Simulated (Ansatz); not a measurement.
Geometry optimisation, RKS PBE-D4/def2-SVP in Ansatz.

Input file:

```yaml
crystal:
  periodic: [false, false, false]
  atoms:
    - { symbol: C, position_ang: [-0.341, -0.7625, 1.2144] }
    - { symbol: C, position_ang: [0.0739, -0.0779, -0.1172] }
    - { symbol: "N", position_ang: [0.8224, -1.0104, -0.9471] }
    - { symbol: C, position_ang: [0.9159, 1.2463, 0.0968] }
    - { symbol: Se, position_ang: [-0.4169, 2.3567, -0.877] }
    - { symbol: C, position_ang: [-1.0762, 0.5499, -0.9218] }
    - { symbol: H, position_ang: [0.5148, -1.0441, 1.803] }
    - { symbol: H, position_ang: [-0.9902, -1.5839, 0.9851] }
    - { symbol: H, position_ang: [-0.9725, 0.0236, 1.85] }
    - { symbol: H, position_ang: [1.6832, -1.3361, -0.3557] }
    - { symbol: H, position_ang: [0.2572, -1.8541, -1.1106] }
    - { symbol: H, position_ang: [1.8558, 1.2571, -0.3782] }
    - { symbol: H, position_ang: [0.8618, 1.5673, 1.1512] }
    - { symbol: H, position_ang: [-2.0888, 0.4647, -0.3986] }
    - { symbol: H, position_ang: [-1.1212, 0.1524, -1.9649] }
basis:
  gaussian: { orbitals: def2-SVP }
hamiltonian:
  xc: pbe
  dispersion: d4
relax:
  f_tol: 0.015
  max_steps: 40
```

Command:

```bash
$ ansatz run input.yaml --threads 2 --pin off --max-ram 3072MiB --backend cpu --events-out ev --progress --plain --runs-dir out
```

Task: Where does it end, and by what steps?

Result: It converged. After 8 steps the energy has fallen by 0.500 eV; Se5 moved furthest, 0.62 Å.

```csv
step,energy less start (eV),largest force component (eV/Å),accepted
0,0.0000,3.636,yes
1,-0.3870,1.039,yes
2,-0.4389,0.442,yes
3,-0.4625,0.133,yes
4,-0.4874,0.087,yes
5,-0.4864,0.390,no
6,-0.4968,0.064,yes
7,-0.4988,0.108,yes
8,-0.5000,0.006,yes
```

```xyz
15
Properties=species:S:1:pos:R:3
C -0.418 -0.626 1.230
C 0.093 -0.090 -0.118
N 0.861 -1.071 -0.893
C 0.899 1.223 0.084
Se -0.694 2.350 -0.326
C -1.078 0.497 -0.954
H 0.433 -0.946 1.868
H -1.080 -1.503 1.074
H -0.992 0.149 1.780
H 1.652 -1.402 -0.320
H 0.277 -1.908 -1.042
H 1.670 1.350 -0.699
H 1.330 1.386 1.091
H -2.092 0.129 -0.706
H -0.883 0.411 -2.040
```

Whether the end is a true minimum wasn't checked by a vibrational analysis.

Run time: 48 s on 2 threads of Arm Neoverse V1, on a shared host, peak memory 0.21 GiB.
